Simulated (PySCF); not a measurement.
## Atomic charges by several schemes

Compound: C4H8BNO3.
Numbering: `[NH2:1][C:2](=[O:3])[C@H:4]1[CH2:5][CH2:6][O:7][BH:8][O:9]1` (hydrogens: H10, H11 on N1; H12 on C4; H13, H14 on C5; H15, H16 on C6; H17 on B8)

Structure used (PBE0-D3(BJ)/def2-SVP), in Å, numbered top down from 1:
```
atom  x, y, z in Å
N1     2.6499   -0.1425    0.1648
C2     1.6002   -0.9865    0.1452
O3     1.6283   -2.1477    0.4991
C4     0.3052   -0.3787   -0.3878
C5    -0.8538   -0.6493    0.5545
C6    -2.0999    0.0362    0.0360
O7    -1.8629    1.4078   -0.2251
B8    -0.6194    1.8454   -0.5275
O9     0.4581    1.0098   -0.6248
H10    3.5422   -0.4769    0.5017
H11    2.5280    0.8164   -0.1315
H12    0.1166   -0.8796   -1.3560
H13   -0.6013   -0.2610    1.5559
H14   -0.9939   -1.7347    0.6517
H15   -2.9198   -0.0266    0.7673
H16   -2.4520   -0.4456   -0.8931
H17   -0.4441    3.0215   -0.7211
```

Density: PBE0/pcSseg-1 (PySCF); schemes: Mulliken, IAO, Hirshfeld and ESP-fitted. Isolated species at its PBE0-D3(BJ)/def2-SVP geometry (one conformer only).

**Question.** For which atoms does the sign change between the 4 schemes (beyond +0.03 e in one, beyond −0.03 e in another)?

**Answer.** C6. Atomic charges aren't observables, and each scheme defines them in its own way.

**Question.** Do the Mulliken, IAO, Hirshfeld and ESP-fitted schemes agree on where the charge is lowest?

**Answer.** The schemes don't all agree: Mulliken O9 (-0.544); IAO O3 (-0.513); Hirshfeld O3 (-0.301); ESP-fitted N1 (-0.797).

**Question.** Give the atomic charges in each scheme.

**Answer.** In e:

```csv
atom,environment,Mulliken,IAO,Hirshfeld,ESP-fitted
N1,amide nitrogen,-0.392,-0.497,-0.169,-0.797
C2,amide carbonyl carbon,+0.405,+0.436,+0.168,+0.483
O3,amide oxygen,-0.436,-0.513,-0.301,-0.531
C4,sp3 carbon bound to oxygen,+0.052,+0.035,+0.043,+0.444
C5,ring CH2 carbon,-0.292,-0.287,-0.078,-0.382
C6,sp3 carbon bound to oxygen,+0.100,-0.053,+0.015,+0.333
O7,boron-bound oxygen,-0.501,-0.396,-0.179,-0.572
B8,three-coordinate boron,+0.510,+0.355,+0.209,+0.712
O9,boron-bound oxygen,-0.544,-0.417,-0.168,-0.613
H10,amide N–H hydrogen,+0.202,+0.287,+0.145,+0.403
H11,amide N–H hydrogen,+0.226,+0.293,+0.126,+0.370
H12,methine hydrogen,+0.150,+0.152,+0.049,+0.027
H13,methylene hydrogen,+0.136,+0.143,+0.044,+0.146
H14,methylene hydrogen,+0.162,+0.171,+0.057,+0.082
H15,methylene hydrogen,+0.134,+0.155,+0.053,+0.034
H16,methylene hydrogen,+0.117,+0.136,+0.045,+0.019
H17,B–H hydrogen,-0.026,-0.001,-0.059,-0.158
```

Mean size of the charges over all atoms: ESP-fitted 0.359 e, Mulliken 0.258 e, IAO 0.255 e, Hirshfeld 0.112 e. Each set sums to the total charge, 0, to within 0.001 e. The Hirshfeld scheme weights the molecular density at each point by an atom's share of the summed free-atom densities. The IAO scheme projects the occupied orbitals on a minimal set of polarised atomic orbitals and counts the electrons in each atom's part of it.

**Question.** How many electrons does the Hirshfeld scheme count on O3?

**Answer.** Z − q = 8 − (-0.301) = 8.301.

**Question.** Sum the charges by element, for elements with more than one atom.

**Answer.** 
```
element  atoms  Mulliken     IAO  Hirshfeld  ESP-fitted
      C      4    +0.265  +0.132     +0.147      +0.879
      O      3    -1.482  -1.326     -0.647      -1.716
      H      8    +1.099  +1.337     +0.460      +0.923
```
